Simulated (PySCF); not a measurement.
CBr, SMILES [C]Br (connectivity only; charge and spin as stated), neutral, multiplicity 2.

Coordinates come from a B3LYP-D3(BJ)/def2-TZVPD optimisation.

These are B3LYP-D3(BJ)/def2-TZVPD run with PySCF 2.14.0 values and carry that method's errors.

Frequencies are harmonic and unscaled.

```
mode  ν (cm⁻¹)  IR (km/mol)  moving atoms (share of kinetic energy)
----  --------  -----------  --------------------------------------
1          711         97.6                         C 87 %, Br 13 %
```
